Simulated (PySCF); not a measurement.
**Spinor energies of Rh (rhodium, neutral)**

Start: [Kr] 4d9; 4d3/2 filled at m_j = -3/2, -1/2, +1/2, +3/2; 4d5/2 filled at m_j = -3/2, -1/2, +1/2, +3/2, +5/2. Calculated with PySCF 2.14 in x2c-TZVPall-2c with one added diffuse shell each of s, p, d type (9s10p8d1f, 86 functions): generalised Hartree-Fock with the X2C-1e Hamiltonian and a Gaussian nucleus; one run each with spin-orbit coupling (SO) switched off, then screened by Boettger's factors. This is a chosen level, not necessarily the ground level.

```tsv
spinor shell	electrons	ε, spin-free (eV)	ε, screened SO (eV)	weight of nominal j (screened SO)	rms radius, screened SO (bohr)
1s1/2	2	-23339.0	-23337.4	1.000	0.0374
2s1/2	2	-3462.4	-3462.0	1.000	0.154
2p1/2	2	-3095.9	-3195.9	1.000	0.134
2p3/2	4	-3095.9	-3049.4	1.000	0.138
3s1/2	2	-650.99	-650.86	1.000	0.415
3p1/2	2	-527.36	-545.22	1.000	0.411
3d3/2	4	-330.00	-333.10	0.999	0.401
3d5/2	6	-330.00	-327.81	0.999	0.404
4s1/2	2	-97.730	-97.701	1.000	1.06
4p1/2	2	-60.647	-64.117	0.983	1.16
4p3/2	4	-60.647	-58.991	0.992	1.19
4d3/2	4	-8.352	-8.928	0.852	1.81
4d5/2	5	-8.352	-7.906	0.867	1.93
```

Question: Where does 3p3/2 lie, and what is the 3p spin-orbit splitting (screened SO)?

Answer: At -519.00 eV, 26.219 eV above 3p1/2.

```tsv
quantity	spin-free	screened SO
E (hartree)	-4780.76071	-4781.50814
M_J	5/2	5/2
⟨J²⟩	9.374	9.599
⟨L²⟩	6.537	6.580
⟨S²⟩	0.839	0.865
```

The determinant has a definite M_J but mixes levels of different J.

Each row is a mean over spinors that exchange with the open shell spreads, by up to 4.603 eV (4p3/2).

Rows whose weight is well below 1 are mixtures of j = l ± 1/2: exchange outweighs spin-orbit coupling there, and the label is only the starting occupation.

Breit and QED terms are absent; they matter most for the inner s and p1/2 levels.

Densities and radii are taken from the X2C orbitals without a picture-change correction, which distorts them close to the nucleus.

Without spin-orbit coupling the j labels of p, d and f shells carry no meaning; the spin-free column gives the mean over the occupied spinors of each nl shell, and its ⟨J²⟩ belongs to a mixture of degenerate components.
